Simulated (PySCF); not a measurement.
Compound: C7H15F.
SMILES with atom numbers: `[CH3:1][CH:2]([CH3:3])[CH:4]([F:5])[CH:6]([CH3:7])[CH3:8]` (hydrogens: H9, H10, H11 on C1; H12 on C2; H13, H14, H15 on C3; H16 on C4; H17 on C6; H18, H19, H20 on C7; H21, H22, H23 on C8)

The same species was optimised twice, with GFN2-xTB and with PBE0-D3(BJ)/def2-SVP (PySCF), and the same property calculations (PySCF, gas phase) were run on both structures.

```tsv
coordinate	GFN2-xTB	PBE0-D3(BJ)/def2-SVP	change
C2–C4 (Å)	1.534	1.525	-0.009
C4–C6 (Å)	1.535	1.528	-0.007
C1–C2 (Å)	1.529	1.524	-0.005
C6–C8 (Å)	1.529	1.525	-0.004
C6–C7 (Å)	1.527	1.525	-0.002
C2–C3 (Å)	1.526	1.524	-0.002
C4–F5 (Å)	1.388	1.390	+0.002
C1–C2–C3 (°)	110.2	111.3	+1.1
C7–C6–C8 (°)	110.4	111.3	+0.9
C1–C2–C4 (°)	109.3	110.1	+0.8
C2–C4–C6 (°)	116.3	117.0	+0.7
C4–C6–C7 (°)	111.7	112.4	+0.7
C4–C6–C8 (°)	109.3	109.9	+0.6
C2–C4–F5 (°)	107.8	108.1	+0.3
F5–C4–C6 (°)	108.2	108.1	-0.1
C1–C2–C4–F5 (°)	-60	-56	+4
C2–C4–C6–C7 (°)	60	57	-3
```

Rotational constants: A = 2877, B = 1372, C = 1161 MHz (GFN2-xTB) against A = 2862, B = 1378, C = 1159 MHz (PBE0-D3(BJ)/def2-SVP). Point groups within 0.08 Å: C1 and C1.

On the GFN2-xTB structure: HOMO (eV) -8.58 [PBE0/pcSseg-1]; LUMO (eV) 1.38 [PBE0/pcSseg-1]; dipole (D) 1.68 [PBE0/pcSseg-1]; GIAO shielding of C1/C7 (mean) (ppm) 168.4 [PBE0/pcSseg-1]; GIAO shielding of C2/C6 (mean) (ppm) 153.2 [PBE0/pcSseg-1]; GIAO shielding of C3/C8 (mean) (ppm) 166.2 [PBE0/pcSseg-1]; GIAO shielding of C4 (ppm) 82.1 [PBE0/pcSseg-1]; GIAO shielding of F5 (ppm) 404.7 [PBE0/pcSseg-1].

Task: What do these properties become on the PBE0-D3(BJ)/def2-SVP structure?

Result: 
```
                                    property          level  on GFN2-xTB  on PBE0-D3(BJ)/def2-SVP  change
                                   HOMO (eV)  PBE0/pcSseg-1        -8.58                    -8.65   -0.07
                                   LUMO (eV)  PBE0/pcSseg-1         1.38                     1.32   -0.06
                                  dipole (D)  PBE0/pcSseg-1         1.68                     1.68    0.00
energy, GFN2-xTB geometry as zero (kcal/mol)  PBE0/pcSseg-1          0.0                     -0.6    -0.6
        GIAO shielding of C1/C7 (mean) (ppm)  PBE0/pcSseg-1        168.4                    166.9    -1.5
        GIAO shielding of C2/C6 (mean) (ppm)  PBE0/pcSseg-1        153.2                    153.1    -0.1
        GIAO shielding of C3/C8 (mean) (ppm)  PBE0/pcSseg-1        166.2                    164.2    -2.0
                  GIAO shielding of C4 (ppm)  PBE0/pcSseg-1         82.1                     82.5    +0.4
                  GIAO shielding of F5 (ppm)  PBE0/pcSseg-1        404.7                    403.1    -1.6
```

The heavy atoms differ by 0.030 Å rms after alignment. Among bonds between heavy atoms C2–C4 changes most (-0.009 Å). Changes are differences of the printed values. Neither structure is proved a minimum here.

Shape of the structure used: `[CH3:1][CH:2]([CH3:3])[CH:4]([F:5])[CH:6]([CH3:7])[CH3:8]`: C1–C2–C4–F5 -56°, C2–C4–C6–C7 57°.
